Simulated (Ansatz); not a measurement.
System: SiCl2, charge 0, singlet. SiCl2 (SMILES Cl[Si]Cl).
B3LYP-D3(BJ)/def2-TZVP minimum from Ansatz (a quantum-chemistry and plane-wave program):
```xyz
3

Si    -0.0165     0.0173     0.9364
Cl     1.0611     1.2272    -0.3899
Cl    -1.0475    -1.2415    -0.3813
```
Charge 0, spin multiplicity 1.

Total energies in hartree (Ansatz). Radicals and triplets start from unrestricted determinants; spin-orbit coupling is neglected. Cores are frozen in correlated methods. No relativity. The restricted determinant of Cl2Si (Cl[Si]Cl, singlet) is unstable towards broken spin symmetry in at least one set run.

```csv
species,HF/cc-pV(T+d)Z,CCSD(T)/cc-pV(T+d)Z,HF/cc-pV(Q+d)Z,CCSD(T)/cc-pV(Q+d)Z,CCSDT(Q)/cc-pV(T+d)Z
1: SiCl2 (SMILES Cl[Si]Cl),-1208.05841,-1208.59429,-1208.06805,-1208.65137,-1208.59693
2: Si (triplet),-288.85649,-288.93344,-288.85845,-288.93781,-288.93426
3: Cl (doublet),-459.48556,-459.67356,-459.48916,-459.69449,-459.67440
```

Task: Work out the atomisation energy (electronic, to ground-state atoms) in kJ/mol: take Hartree-Fock from cc-pV(Q+d)Z, extrapolate the CCSD(T) correlation energy as X^-3 (X = 3, 4), and add CCSDT(Q) - CCSD(T) in cc-pV(T+d)Z. 1 hartree = 2625.5 kJ/mol.

Result: 
Species 1: correlation (64·(-0.58332) - 27·(-0.53588))/37 = -0.61794; step -0.00264; E1 = -1208.06805 + (-0.61794) + (-0.00264) = -1208.68863
Species 2: correlation (64·(-0.07936) - 27·(-0.07695))/37 = -0.08112; step -0.00082; E2 = -288.85845 + (-0.08112) + (-0.00082) = -288.94039
Species 3: correlation (64·(-0.20533) - 27·(-0.18800))/37 = -0.21798; step -0.00084; E3 = -459.48916 + (-0.21798) + (-0.00084) = -459.70798
-1·E1 +1·E2 +2·E3 = 0.33228 hartree = 872.4 kJ/mol.
